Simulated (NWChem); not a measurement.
System: PbSiH3F, singlet; SMILES [F][Pb][SiH3]

Parts of the log:

```
             Northwest Computational Chemistry Package (NWChem) 7.3.0
             --------------------------------------------------------

 C1  symmetry detected

                             Geometry "geometry" -> ""
                             -------------------------

 Output coordinates in angstroms (scale by  1.889725989 to convert to a.u.)

  No.       Tag          Charge          X              Y              Z
 ---- ---------------- ---------- -------------- -------------- --------------
    1 Pb                  82.0000    -0.21391486     0.43328841    -0.00003784
    2 F                    9.0000     1.84478670     0.61886831     0.00000037
    3 Si                  14.0000     0.04099835    -2.32149158    -0.00014137
    4 H                    1.0000     0.79956060    -2.76093128     1.21734878
    5 H                    1.0000     0.82360886    -2.76426015    -1.20085542
    6 H                    1.0000    -1.25920838    -3.07339106    -0.01141416

 Effective nuclear repulsion energy (a.u.)     483.0343798179

                                 NWChem DFT Module
                                 -----------------

 Summary of "ao basis" -> "ao basis" (spherical)
 ------------------------------------------------------------------------------
       Tag                 Description            Shells   Functions and Types
 ---------------- ------------------------------  ------  ---------------------
 Pb                        def2-svpd                12       32   5s4p3d
 F                         def2-svpd                 9       23   4s3p2d
 Si                        def2-svpd                10       24   5s3p2d
 H                         def2-svpd                 4        8   2s2p

            General Information
            -------------------
          SCF calculation type: DFT
          Wavefunction type:  closed shell.
          No. of atoms     :     6
          No. of electrons :    48
           Alpha electrons :    24
            Beta electrons :    24
          Charge           :     0
          Spin multiplicity:     1
          Use of symmetry is: off; symmetry adaption is: off
          Maximum number of iterations: 150
          AO basis - number of functions:   103
                     number of shells:    43
          Convergence on energy requested:  1.00D-06
          Convergence on density requested:  1.00D-05
          Convergence on gradient requested:  5.00D-04

              XC Information
              --------------
                         B3LYP Method XC Potential
                     Hartree-Fock (Exact) Exchange  0.200
                        Slater Exchange Functional  0.800 local
                    Becke 1988 Exchange Functional  0.720 non-local
              Lee-Yang-Parr Correlation Functional  0.810
                  VWN I RPA Correlation Functional  0.190 local

             Grid Information
             ----------------
          Grid used for XC integration:  medium
          Radial quadrature: Mura-Knowles
          Angular quadrature: Lebedev.
          Tag              B.-S. Rad. Rad. Pts. Rad. Cut. Ang. Pts.
          ---              ---------- --------- --------- ---------
          Pb                  1.80      123          12.0       590
          F                   0.50       49          12.0       434
          Si                  1.10       88          12.0       590
          H                   0.35       45          13.0       434
          Grid pruning is: on
          Number of quadrature shells:   395
          Spatial weights used:  Erf1

      Superposition of Atomic Density Guess
      -------------------------------------

 Sum of atomic energies:        -608.89378113

      Non-variational initial energy
      ------------------------------

 Total energy =    -581.421870
 1-e energy   =   -1191.216626
 2-e energy   =     452.153031
 HOMO         =      -0.207308
 LUMO         =      -0.065037

   convergence    iter        energy       DeltaE   RMS-Dens  Diis-err
 ---------------- ----- ----------------- --------- --------- ---------
 d= 0,ls=0.0,diis     1   -583.8573004271 -7.41D+02  2.44D-02  7.46D-01
 d= 0,ls=0.0,diis     2   -582.3170940446  1.54D+00  1.67D-02  1.54D+01
 d= 0,ls=0.0,diis     3   -583.9587148162 -1.64D+00  1.80D-03  2.07D-02
 d= 0,ls=0.0,diis     4   -583.9603701788 -1.66D-03  9.24D-04  4.73D-03
 d= 0,ls=0.0,diis     5   -583.9610690780 -6.99D-04  2.50D-04  2.38D-04
  Resetting Diis
 d= 0,ls=0.0,diis     6   -583.9611080451 -3.90D-05  7.87D-05  3.22D-05
 d= 0,ls=0.0,diis     7   -583.9611138956 -5.85D-06  2.93D-05  1.91D-06
 d= 0,ls=0.0,diis     8   -583.9611133496  5.46D-07  1.48D-05  7.86D-06
 d= 0,ls=0.0,diis     9   -583.9611141522 -8.03D-07  4.08D-06  1.15D-07

         Total DFT energy =     -583.961114152169
      One electron energy =    -1193.277679178765
           Coulomb energy =      500.279832921501
    Exchange-Corr. energy =      -48.604993507081
 Nuclear repulsion energy =      157.641725612176

 Numeric. integr. density =       48.000001212225

                       DFT Final Molecular Orbital Analysis
                       ------------------------------------

 Vector   22  Occ=2.000000D+00  E=-3.426894D-01
              MO Center=  6.2D-01, -2.4D+00,  1.9D-02, r^2= 2.7D+00
   Bfn.  Coefficient  Atom+Function         Bfn.  Coefficient  Atom+Function
  ----- ------------  ---------------      ----- ------------  ---------------
    69      0.338889  3 Si pz                80      0.325287  4 H  s
    88     -0.319512  5 H  s                 66      0.284105  3 Si pz
    63     -0.164530  3 Si pz                39      0.150363  2 F  pz
    42     -0.100672  2 F  pz                73     -0.059091  3 Si d  1
    81      0.055685  4 H  s                 89     -0.054497  5 H  s

 Vector   23  Occ=2.000000D+00  E=-3.403068D-01
              MO Center= -1.4D-01, -2.3D+00, -1.5D-02, r^2= 3.9D+00
   Bfn.  Coefficient  Atom+Function         Bfn.  Coefficient  Atom+Function
  ----- ------------  ---------------      ----- ------------  ---------------
    96      0.361608  6 H  s                 67     -0.309736  3 Si px
    64     -0.263545  3 Si px                88     -0.180684  5 H  s
    38      0.171647  2 F  py                80     -0.171427  4 H  s
    37      0.160441  2 F  px                61      0.152337  3 Si px
    41     -0.115121  2 F  py                40     -0.112243  2 F  px

 Vector   24  Occ=2.000000D+00  E=-2.329000D-01
              MO Center= -1.0D-01, -7.0D-01, -2.1D-04, r^2= 4.5D+00
   Bfn.  Coefficient  Atom+Function         Bfn.  Coefficient  Atom+Function
  ----- ------------  ---------------      ----- ------------  ---------------
    13      0.385361  1 Pb py                68     -0.315737  3 Si py
    65     -0.286243  3 Si py                59     -0.242213  3 Si s
    16      0.232245  1 Pb py                 3      0.227014  1 Pb s
     4      0.177598  1 Pb s                 58     -0.155949  3 Si s
    38      0.155134  2 F  py                62      0.155548  3 Si py

 Vector   25  Occ=0.000000D+00  E=-1.246218D-01
              MO Center= -2.7D-01,  2.9D-01, -4.5D-04, r^2= 3.8D+00
   Bfn.  Coefficient  Atom+Function         Bfn.  Coefficient  Atom+Function
  ----- ------------  ---------------      ----- ------------  ---------------
    17      0.577135  1 Pb pz                14      0.562774  1 Pb pz
    11     -0.191535  1 Pb pz                 8     -0.186061  1 Pb pz
    39      0.153681  2 F  pz                42     -0.112594  2 F  pz
    45     -0.085631  2 F  pz                81     -0.082206  4 H  s
    89      0.081478  5 H  s                 80     -0.068321  4 H  s

 Vector   26  Occ=0.000000D+00  E=-5.002477D-02
              MO Center= -4.9D-01,  1.7D-01,  9.2D-04, r^2= 5.2D+00
   Bfn.  Coefficient  Atom+Function         Bfn.  Coefficient  Atom+Function
  ----- ------------  ---------------      ----- ------------  ---------------
    15      0.879610  1 Pb px                 4      0.568548  1 Pb s
    36     -0.469191  2 F  s                 12      0.439585  1 Pb px
    43      0.316756  2 F  px                37     -0.211070  2 F  px
    59      0.203242  3 Si s                 40      0.202217  2 F  px
    60     -0.202707  3 Si s                 16      0.187516  1 Pb py

 Vector   27  Occ=0.000000D+00  E=-2.052211D-02
              MO Center= -4.5D-01,  9.5D-02,  6.4D-04, r^2= 1.0D+01
   Bfn.  Coefficient  Atom+Function         Bfn.  Coefficient  Atom+Function
  ----- ------------  ---------------      ----- ------------  ---------------
    59      1.528597  3 Si s                 60     -1.462476  3 Si s
     5      1.254632  1 Pb s                  4     -0.778164  1 Pb s
    13      0.337165  1 Pb py                 3     -0.330651  1 Pb s
    97     -0.235645  6 H  s                 58      0.232511  3 Si s
    16      0.223042  1 Pb py                 1      0.207045  1 Pb s

     Multipole analysis of the density
     ---------------------------------

     L   x y z        total         alpha         beta         nuclear
     -   - - -        -----         -----         ----         -------
     0   0 0 0     -0.000000    -24.000000    -24.000000     48.000000

     1   1 0 0     -1.481488    -12.867958    -12.867958     24.254428
     1   0 1 0      0.423816     24.775799     24.775799    -49.127782
     1   0 0 1     -0.001274     -0.002783     -0.002783      0.004291

     2   2 0 0    -40.856964    -82.141149    -82.141149    123.425334
     2   1 1 0     -1.696207    -12.077969    -12.077969     22.459731
     2   1 0 1     -0.001137      0.001601      0.001601     -0.004339
     2   0 2 0    -40.032869   -212.384971   -212.384971    384.737074
     2   0 1 1      0.001382      0.004661      0.004661     -0.007939
     2   0 0 2    -33.153780    -21.798005    -21.798005     10.442229

                                 NWChem DFT Module
                                 -----------------

[...]
```

Level: B3LYP/def2-SVPD with def2 effective core potentials on Pb, vertical spin-unrestricted ions. Low-valent species are run as closed-shell singlets; no triplet was tried in these runs. The geometry was optimised at PBE0/def2-SVP. B3LYP is NWChem's, with the RPA form of VWN correlation. def2 effective core potentials on Pb; no spin-orbit coupling.

Q: Reconstruct the input file.

A: One answer among several that fit: the input that was run:
```
start job
memory heap 200 mb stack 900 mb global 1100 mb
geometry units angstroms noautoz
  Pb    -0.196638     0.447979    -0.171122
  F      1.819341     0.675221     0.224961
  Si     0.093135    -2.299993    -0.035199
  H      0.605009    -2.689829     1.320094
  H      1.101925    -2.760102    -1.045585
  H     -1.168719    -3.078141    -0.276503
end
basis spherical
  Pb library def2-svpd
  F library def2-svpd
  Si library def2-svpd
  H library def2-svpd
end
ecp
  Pb library def2-ecp
end
dft
  xc b3lyp
  iterations 150
  vectors input atomic output neutral.movecs
end
task dft energy
charge 1
dft
  odft
  mult 2
  vectors input atomic output cation.movecs
end
task dft energy
charge -1
dft
  odft
  mult 2
  vectors input atomic output anion.movecs
end
task dft energy
```
